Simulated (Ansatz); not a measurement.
A run for Ansatz (a first-principles code): U-wB97X-V/def2-TZVPP on H2SeZn (SMILES [ZnH][SeH]), a point of a bond scan (R = 1.621 Å).

Ansatz 0.2 input:
```yaml
crystal:
  periodic: [false, false, false]
  atoms:
    - {symbol: Zn, position_ang: [-0.70919421, -0.50984122, -0.82879930]}
    - {symbol: H, position_ang: [-1.61369366, -1.16459831, -1.88282235]}
    - {symbol: Se, position_ang: [0.65395606, 0.50525059, 0.74073403]}
    - {symbol: H, position_ang: [0.65511953, -0.84107855, 1.64395537]}
basis:
  gaussian:
    orbitals: def2-TZVPP
hamiltonian:
  xc: {name: wB97X-V}
magnetization: {spin_polarized: true, initial_magnetization: 0}
```

The head of its log:

```
WARN ansatz: RAYON_NUM_THREADS=1 ignored (pool sized by the plan → 1); use --threads N
Functional definition: wB97X-V
integrals: 0.09 GiB planned
1063 factors; their error is unknown
integrals: 0.12 GiB planned
168 factors; integrals over basis functions are off by at most 3.2e-5 eV
mean field: 1.17 GiB planned
mean field evaluation 1: about -113790.3180 eV, gradient 2.1e1 eV
mean field evaluation 2: about -113790.0134 eV, gradient 3.5e1 eV
```

Question: What total energy does the run end on?

Answer: -4181.7757 hartree.
